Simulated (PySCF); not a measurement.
# Static response to an electric field

C₂H₆GeOSi.
Structure used (PBE0-D3(BJ)/def2-SVP), in Å, numbered top down from 1:
```
atom  x, y, z in Å
O1    -2.7719    0.2759    1.5725
Si2   -2.2137    0.1401    0.0129
C3    -0.3838   -0.0403   -0.0260
C4     0.8357   -0.1499   -0.0499
Ge5    2.7287   -0.3395   -0.1082
H6    -2.4095    0.9950    2.0982
H7    -2.5536    1.3390   -0.8097
H8    -2.8479   -1.0788   -0.5476
H9     3.2036   -0.9543    1.2159
H10    3.3588    1.0469   -0.3050
H11    3.0902   -1.2590   -1.2831
```

Level: CAM-B3LYP/def2-SVPD (PySCF), static field, nuclei fixed, core orbitals frozen in the response. The polarisability tensor in these axes (au):

```
x   118.10  -4.95  -2.09
y    -4.95  69.33   0.66
z    -2.09   0.66  70.17
```

Task: Diagonalise the tensor; give its mean and Δα, where Δα² is half the sum of the squared differences of the eigenvalues.

Result: Principal values 68.69, 70.22 and 118.69 au; mean 85.87 au = 12.72 Å³ = 14.16 × 10⁻⁴⁰ C²·m²/J; Δα = 49.25 au (57 % of the mean).

Task: What is the dipole moment, and where does it point?

Result: (1.44, 0.95, 0.02) D, 1.72 D in size, pointing from the negative to the positive side. Measured along this direction, the outermost atoms are H8 at the negative end and H10 at the positive end.

Task: Refractivity n − 1 of an ideal gas of it at 350 K and 1 atm, from the electronic α?

Result: N = p/kT = 2.0968 × 10¹⁹ cm⁻³, so n − 1 = 2π × N × 12.72 × 10⁻²⁴ cm³ = 1676 × 10⁻⁶ at long wavelengths, for an ideal gas.

Task: Estimate the molar refractivity from the static electronic polarisability.

Result: Lorentz–Lorenz: R = (4π/3)N_A α = 2.5225 cm³/(mol·Å³) × 12.72 Å³ = 32.1 cm³/mol, in the limit of long wavelengths.

Task: Along which axes do the principal values lie, and how far do the nuclei extend along each?

Result: Largest value along (0.99, -0.10, -0.04), where the nuclei span 6.11 Å; middle along (0.07, 0.30, 0.95), 3.50 Å; least along (0.08, 0.95, -0.31), 2.45 Å. The response follows the extents in order.

One conformer (not necessarily the lowest) at the PBE0-D3(BJ)/def2-SVP geometry, without solvent, vibrations or thermal averaging. The calculation is non-relativistic, for germanium too.

The run behind these numbers computed excited states as well. Time: 23 s; peak memory 0.78 GiB. Hardware: an Intel Xeon Platinum 8488C with one thread, shared host with 192 logical CPUs at a one-minute load of 44.
